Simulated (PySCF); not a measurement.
Give a PBE0-D3(BJ)/def2-SVP geometry of `C#CCCS(=O)(=O)[O-]`. (Charge -1.)

```xyz
13
C4H5O3S angstrom
C     -2.9267   -0.6998    1.1469
C     -1.8600   -0.7027    0.5671
C     -0.5814   -0.6963   -0.1275
C      0.2957    0.5168    0.1521
S      1.8364    0.3798   -0.8113
O      1.3585    0.3264   -2.2130
O      2.5956    1.5979   -0.4652
O      2.4355   -0.8863   -0.3265
H     -3.8676   -0.6918    1.6618
H     -0.7384   -0.7430   -1.2188
H      0.0033   -1.5950    0.1328
H     -0.1907    1.4553   -0.1516
H      0.5797    0.5858    1.2124
```

Any rigid rotation of these coordinates is as good. Atoms count from 1 in this order. Of the pairs four or more bonds apart, O6···H10 is among the closest relative to their van der Waals radii: 2.56 Å, 94 % of the sum of Bondi's values. The 3 C–C bonds span 1.214 Å (C1≡C2, drawn triple) to 1.523 Å (C3–C4, drawn single), a spread of 0.309 Å. S5 (sulfonyl sulfur) is distorted tetrahedral (angles from 103.3° to 114.9°).

Bonds between heavy atoms (Å): C1≡C2 1.214, C2–C3 1.455, C3–C4 1.523, C4–S5 1.822, S5=O6 1.482, S5=O7 1.476, S5–O8 1.482.

Computed, not measured: PySCF, PBE0-D3(BJ)/def2-SVP geometry optimisation, gas phase.

Point group: Cs (every atom within 0.08 Å of its image). PBE0-D3(BJ)/def2-SVP frequencies: not computed here. The geometry's basis has no diffuse functions, a weakness for an anion. Torsions: C2–C3–C4–S5 -179°.

Rough CPU time on one thread of a shared machine: about 1.8 min. This is the geometry optimisation.

One conformer stands for the species.
